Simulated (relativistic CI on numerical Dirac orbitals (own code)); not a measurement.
Sensitivity of the levels of Eu⁵⁺ to α and to the nuclear radius

These numbers are calculated, not measured: Dirac-Coulomb-Breit CI, separate exchange-only KLI orbitals for each configuration, valence Slater integrals scaled by 0.85, P86 correlation energy added to each configuration, derivatives by finite differences, QED left out (own radial code, finite nucleus).

Configuration list (outside the closed core [Kr] 4d10 5s2): 4f⁵5p⁵, 4f³5p⁶5d, 4f³5p⁶6s. The list is cut by size and lacks configurations that can hold low levels.

With x = (α/α₀)² − 1 an excitation energy changes as ω = ω₀ + qx; K = 2q/ω₀ is the relative enhancement. Terms are leading LS components, so labels can repeat. The field-shift factor is F = δν/δ⟨r²⟩ for the transition from the lowest level.

Lowest level 4f⁵5p⁵ ⁷H3.

```
     Level  ω₀ (cm⁻¹)  q (cm⁻¹)  F (GHz/fm²)
4f⁵5p⁵ ⁷H4       73.3       568       0.0829
4f⁵5p⁵ ⁷H2      580.9     293.2      -0.0814
4f⁵5p⁵ ⁷H5      662.9      1541        0.165
4f⁵5p⁵ ⁷H6     1714.7      2727         0.24
4f⁵5p⁵ ⁷H7     3259.8      4074        0.302
4f⁵5p⁵ ⁷G1     4990.1     310.4       0.0122
4f⁵5p⁵ ⁷D1     5394.7      1164        0.208
4f⁵5p⁵ ⁷H8     5541.7      5712        0.326
4f⁵5p⁵ ⁷D2     6122.4      1300        0.222
4f⁵5p⁵ ⁷G2     7245.3      2785      -0.0506
4f⁵5p⁵ ⁷D3     7263.9      1594         0.22
4f⁵5p⁵ ⁷G4     8387.4      2245        0.147
4f⁵5p⁵ ⁷G3     8508.1      2720       0.0166
```

At this charge configurations can still be misplaced by up to about 7 % of their energy. Levels and lines within the n = 5 or 6 shells can be off by up to 10 % or somewhat more, and those that change n by about 2 %, since core polarisation is missing.

Question: Which transition from the lowest level has the largest |K|?

Answer: 4f⁵5p⁵ ⁷H4 at 73.3 cm⁻¹, K = 15.5.
